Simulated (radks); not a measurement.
All-electron atom: Sb2+ in [Kr] 4d10 5s2 5p1. Method: scalar-relativistic Kohn-Sham, PBE, spin-unpolarised, spherical densities, point nucleus; computed with a radial shooting solver on a logarithmic mesh with Libxc functionals. Some entries of the table are withheld. Estimate them.

orbital  occ.  eigenvalue (eV)  r(max) (bohr)  <r> (bohr)
1s          2        -30324.51        0.01835     0.02842
2s          2        -4630.224         0.1037         (1)
2p          6        -4158.588        0.08305      0.1071
3s          2        -922.6618         0.2999      0.3305
3p          6              (2)         0.2934      0.3287
3d         10        -534.4002         0.2443      0.3054
4s          2        -167.2764         0.7227      0.7907
4p          6        -120.2195         0.7624      0.8520
4d         10              (3)         0.8465       1.025
5s          2         -29.4170          1.843       2.088
5p          1         -20.0815          2.168       2.497

Answer. 
(1) 2s <r> (bohr): 0.1226
(2) 3p eigenvalue (eV): -768.9310
(3) 4d eigenvalue (eV): -51.8584
